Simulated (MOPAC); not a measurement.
Input file for MOPAC: PM6 on BrH3PbSi (SMILES [SiH3][Pb][Br]), a point of a torsion scan.

```
PM6 1SCF PRECISE CHARGE=0 THREADS=1
BrH3PbSi

Si    -0.76828197 1     0.01295088 1     0.01509884 1
Pb     1.54513923 1     1.40250465 1    -0.16167152 1
Br     2.87552935 1    -0.14537558 1     1.43929728 1
H     -1.11359976 1    -0.49047620 1     1.34097786 1
H     -1.92431940 1     0.82122643 1    -0.39406585 1
H     -0.81749903 1    -1.15635038 1    -0.86539559 1
```

Output:

```
*******************************************************************************
 **                                                                           **
 **                              MOPAC v23.2.5                                **
 **                                                                           **
 *******************************************************************************
 ** MOPAC's Digital Object Identifier: https://doi.org/10.5281/zenodo.6511958 **
 **                                                                           **
 ** Please cite the open-source release paper for use of this MOPAC version:  **
 ** J. E. Moussa and J. J. P. Stewart (2026)                                  **
 ** MOPAC: An open-source semiempirical molecular orbital program             **
 ** J. Open Source Softw., 11(119), 8025, https://doi.org/10.21105/joss.08025 **
 *******************************************************************************

                              PM6 CALCULATION RESULTS

 *******************************************************************************
 *  PM6        - The PM6 Hamiltonian to be used
 *
 *
 *
 *                 CHARGE ON SYSTEM = 0
 *
 *
 *
 *  PRECISE    - TIGHTER CRITERIA TO BE USED
 *  1SCF       - DO 1 SCF AND THEN STOP
 *  THREADS=1  - MULTI-THREADING NOT USED
 *  T=         - A TIME OF 172800.0 SECONDS REQUESTED
 *  DUMP=N     - RESTART FILE WRITTEN EVERY 7200.0 SECONDS REQUESTED
 *******************************************************************************
PM6 1SCF PRECISE CHARGE=0 THREADS=1
 BrH3PbSi

   ATOM   CHEMICAL          X               Y               Z
  NUMBER   SYMBOL      (ANGSTROMS)     (ANGSTROMS)     (ANGSTROMS)

     1      Si         -0.76828197  *   0.01295088  *   0.01509884  *
     2      Pb          1.54513923  *   1.40250465  *  -0.16167152  *
     3      Br          2.87552935  *  -0.14537558  *   1.43929728  *
     4       H         -1.11359976  *  -0.49047620  *   1.34097786  *
     5       H         -1.92431940  *   0.82122643  *  -0.39406585  *
     6       H         -0.81749903  *  -1.15635038  *  -0.86539559  *



          CARTESIAN COORDINATES

    NO.       ATOM           X           Y           Z

     1        Si         -0.7683      0.0130      0.0151
     2        Pb          1.5451      1.4025     -0.1617
     3        Br          2.8755     -0.1454      1.4393
     4         H         -1.1136     -0.4905      1.3410
     5         H         -1.9243      0.8212     -0.3941
     6         H         -0.8175     -1.1564     -0.8654

 General Reference for PM6:
 "Optimization of Parameters for Semiempirical Methods V: Modification of NDDO Approximations
 and Application to 70 Elements", J. J. P. Stewart, J. Mol. Mod., 13, 1173-1213 (2007)
 URL: https://link.springer.com/article/10.1007/s00894-007-0233-4

           Empirical Formula: H3 Si Pb Br  =     6 atoms



      MOLECULAR POINT GROUP   :   C1


      RHF CALCULATION, NO. OF DOUBLY OCCUPIED LEVELS = 9


 -------------------------------------------------------------------------------
 PM6 1SCF PRECISE CHARGE=0 THREADS=1
 BrH3PbSi



     1SCF WAS SPECIFIED, SO BFGS WAS NOT USED
     SCF FIELD WAS ACHIEVED


                              PM6 CALCULATION
                                                       MOPAC v23.2.5 Linux




          FINAL HEAT OF FORMATION =         34.44288 KCAL/MOL =     144.10902 KJ/MOL


          COSMO AREA              =        142.24 SQUARE ANGSTROMS
          COSMO VOLUME            =        138.41 CUBIC ANGSTROMS

          IONIZATION POTENTIAL    =          8.095627 EV
          HOMO LUMO ENERGIES (EV) =         -8.096 -2.732
          NO. OF FILLED LEVELS    =          9
          MOLECULAR WEIGHT        =        318.2132         POINT GROUP:  C1

          MOLECULAR DIMENSIONS (Angstroms)

            Atom       Atom       Distance
            H     5   Br     3     5.22820
           Pb     2    H     4     3.23483
           Pb     2    H     6     2.03185


          SCF CALCULATIONS        =          1





   ATOM   CHEMICAL          X               Y               Z
  NUMBER   SYMBOL      (ANGSTROMS)     (ANGSTROMS)     (ANGSTROMS)

     1      Si         -0.76828197  *   0.01295088  *   0.01509884  *
     2      Pb          1.54513923  *   1.40250465  *  -0.16167152  *
     3      Br          2.87552935  *  -0.14537558  *   1.43929728  *
     4       H         -1.11359976  *  -0.49047620  *   1.34097786  *
     5       H         -1.92431940  *   0.82122643  *  -0.39406585  *
     6       H         -0.81749903  *  -1.15635038  *  -0.86539559  *

                             CARTESIAN COORDINATES

   1   Si       -0.768281970     0.012950880     0.015098840
   2   Pb        1.545139230     1.402504650    -0.161671520
   3   Br        2.875529350    -0.145375580     1.439297280
   4    H       -1.113599760    -0.490476200     1.340977860
   5    H       -1.924319400     0.821226430    -0.394065850
   6    H       -0.817499030    -1.156350380    -0.865395590


           Empirical Formula: H3 Si Pb Br  =     6 atoms



      MOLECULAR POINT GROUP   :   C1


                  EIGENVALUES
 -28.05815 -20.95852 -18.34703 -12.03222 -11.96345 -11.11316 -10.85864 -10.67654
  -8.09563  -2.73228  -2.03983  -1.27162   0.60375   0.62891   1.68353   1.93124
   1.93727   3.43006   4.62782   4.67458 114.88658 114.91878 115.01790 115.23095
 115.24128


              NET ATOMIC CHARGES AND DIPOLE CONTRIBUTIONS

  ATOM NO.   TYPE          CHARGE      No. of ELECS.   s-Pop       p-Pop       d-Pop
    1         Si          -0.147590        4.1476     1.28455     2.51520     0.34784
    2         Pb           0.474395        3.5256     1.92442     1.60118
    3         Br          -0.329160        7.3292     1.96209     5.36495     0.00212
    4          H           0.002655        0.9973     0.99735
    5          H          -0.001837        1.0018     1.00184
    6          H           0.001536        0.9985     0.99846
 DIPOLE           X         Y         Z       TOTAL
 POINT-CHG.    -0.484     3.394    -2.640     4.328
 HYBRID        -0.314    -1.858     1.245     2.258
 SUM           -0.798     1.537    -1.396     2.224


          ATOMIC ORBITAL ELECTRON POPULATIONS

     Atom    s        px        py        pz      x^2-y^2     xz        z^2       yz        xy
    1 Si   1.28455   0.91036   0.82097   0.78387   0.04152   0.02997   0.08419   0.11177   0.08040
    2 Pb   1.92442   0.71536   0.56624   0.31959
    3 Br   1.96209   1.84546   1.78265   1.73683   0.00042   0.00052   0.00022   0.00055   0.00041
    4  H   0.99735
    5  H   1.00184
    6  H   0.99846

 **********************
 *                    *
 * JOB ENDED NORMALLY *
 *                    *
 **********************




 == MOPAC DONE ==
```

The run finished.

Cost: around 0.03 core-seconds (rough).
